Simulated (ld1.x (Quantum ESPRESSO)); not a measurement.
Values are calculated unless marked as measured or tabulated.
Pseudopotentials across the periodic table

Generated with ld1.x 7.5 (TM, RRKJ, ultrasoft, PAW), atompaw 4.2 or ONCVPSP 4.0.1. The cutoff is in Ry: for ld1.x and atompaw files where the sum of valence levels is converged to 10 mRy in a Bessel basis, for ONCV files where the hardest occupied wave has 1 mHa per electron of residual kinetic energy. The error is the largest all-electron minus pseudo excitation energy over each file’s own four to seven test configurations (ionisations up to +4, promotions, holes and added fractions of an electron), all of which were solved. The labels leave out finer settings (local radius, basis sizes, second energies), which also bear on the numbers. Spin-polarised tests are not counted. The rows are a selection from randomly drawn settings: files with unsolved tests, undetermined cutoffs or missed reference levels are left out.

```tsv
element	potential	cutoff (Ry)	largest error (meV)	bound ghosts
N	TM, PBE, scalar-relativistic, rc 1.05/1.35 (sp), local smoothed, core correction yes, reference 2s1.75 2p3.25	70	+883	none
O	PAW, LDA (PZ), scalar-relativistic, rc 0.85/1.30 (sp), local smoothed, core correction yes, reference 2s2 2p3.5	45	-11	none
Mg	ultrasoft, PBEsol, non-relativistic, rc 2.55/1.15/1.95 (spd), local smoothed, core correction yes, reference 2p6 3s2 3p0	60	-1170	none
Ar	TM, PW91, scalar-relativistic, rc 1.00/1.30/1.35 (spd), local s, core correction yes, reference 3s2 3p6	80	+216	none
Br	TM, BP86, scalar-relativistic, rc 1.10/1.35 (sp), local p, core correction no, reference 4s2 4p3	110	+30	none
Ru	TM, LDA (PZ), fully relativistic, rc 2.55/2.95/1.45 (spd), local s, core correction yes, reference 4d8 5s0 5p0	55	-1189	none
In	TM, PBEsol, scalar-relativistic, rc 1.75/2.45 (sp), local p, core correction yes, reference 5s2 5p0.75	21	-200	none
```

(1) Fill in the row for Ce: RRKJ, PBE, scalar-relativistic, rc 1.90/2.45/2.96/0.85 (spdf), local s, core correction no, reference 4f1 5s2 5p6 5d1 6s0 6p0.

## Answers

(1) cutoff 260 Ry, largest error +736 meV, bound ghosts: none.
